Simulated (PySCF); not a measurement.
C4H2Au2S3, SMILES c1([S][Au])sc(cc1)[S][Au], multiplicity 1. The structure is a stationary point at B3LYP-D3(BJ)/def2-SVP. The spin state was assumed, not searched. The def2 effective core potentials stand for the cores of Au; spin–orbit coupling is left out. Other conformers were not sampled.

**Question.** Give the equilibrium geometry at B3LYP-D3(BJ)/def2-SVP (PySCF confirms it by a frequency run) as Cartesian coordinates in Å, and its point group. (An estimate is asked for; the answer gives what the named calculation found.)

**Answer.** This is not unique; one that fits is point group C2.
```xyz
11

Au    -4.0244    -0.2053     0.3025
S     -2.5717     1.4470    -0.4153
C     -1.1183     0.5709    -0.8167
C     -0.6327     0.3145    -2.0935
C      0.6327    -0.3145    -2.0935
C      1.1183    -0.5709    -0.8167
S      2.5717    -1.4470    -0.4153
Au     4.0244     0.2053     0.3025
S      0.0000     0.0000     0.3999
H     -1.1916     0.5871    -2.9891
H      1.1916    -0.5871    -2.9891
```
Charge 0, spin multiplicity 1.
